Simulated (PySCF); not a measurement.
## Electron correlation in Si (silicon, neutral)

[Ne] 3s2 3p2, high-spin 3P determinant. Calculation: PySCF 2.14, in x2c-TZVPPall (5s5p3d1f, 42 functions); the spin-free X2C one-electron Hamiltonian (Gaussian nucleus). Frozen: [Ne]; 4 electrons correlated.

```json
{"level": "CCSD", "correlation energy (mhartree)": "-74.08"}
{"level": "(T)", "correlation energy (mhartree)": "-2.46"}
{"level": "CCSD(T)", "correlation energy (mhartree)": "-76.54"}
{"level": "CCSDT", "correlation energy (mhartree)": "-77.30"}
```

Diagnostics: T1 = 0.012, D1 = 0.0297, largest double amplitude 0.098.

Cost of the coupled-cluster step: about 1.5 core-seconds, for 4 correlated electrons.

Iterations:

```
CC2 = 0
CCSD nocc = (np.int64(3), np.int64(1)), nmo = (37, 37)
frozen orbitals [[0, 1, 2, 3, 4], [0, 1, 2, 3, 4]]
max_cycle = 100
direct = 0
conv_tol = 1e-08
conv_tol_normt = 1e-06
diis_space = 8
diis_start_cycle = 0
Init t2, MP2 energy = -0.0557888060533893
Init E_corr(UCCSD) = -0.0557888060538079
cycle = 1  E_corr(UCCSD) = -0.0682497955080471  dE = -0.0124609895  norm(t1,t2) = 0.0550943
cycle = 2  E_corr(UCCSD) = -0.0717864953887991  dE = -0.00353669988  norm(t1,t2) = 0.0218483
cycle = 3  E_corr(UCCSD) = -0.0740573342592495  dE = -0.00227083887  norm(t1,t2) = 0.0105177
cycle = 4  E_corr(UCCSD) = -0.0740677893190358  dE = -1.04550598e-05  norm(t1,t2) = 0.00217959
cycle = 5  E_corr(UCCSD) = -0.0740855648912103  dE = -1.77755722e-05  norm(t1,t2) = 0.000345703
cycle = 6  E_corr(UCCSD) = -0.0740799618552862  dE = 5.60303592e-06  norm(t1,t2) = 8.54773e-05
cycle = 7  E_corr(UCCSD) = -0.0740831125660836  dE = -3.1507108e-06  norm(t1,t2) = 1.44527e-05
cycle = 8  E_corr(UCCSD) = -0.0740823598579243  dE = 7.52708159e-07  norm(t1,t2) = 3.48357e-06
cycle = 9  E_corr(UCCSD) = -0.0740823398668703  dE = 1.9991054e-08  norm(t1,t2) = 6.49265e-07
cycle = 10  E_corr(UCCSD) = -0.0740823654336409  dE = -2.55667706e-08  norm(t1,t2) = 1.92459e-07
cycle = 11  E_corr(UCCSD) = -0.0740823667174938  dE = -1.28385291e-09  norm(t1,t2) = 3.71405e-08
UCCSD converged
E(UCCSD) = -289.5282649786831  E_corr = -0.07408236671749384
UCCSD(T) correction = -0.00245720404240647
```
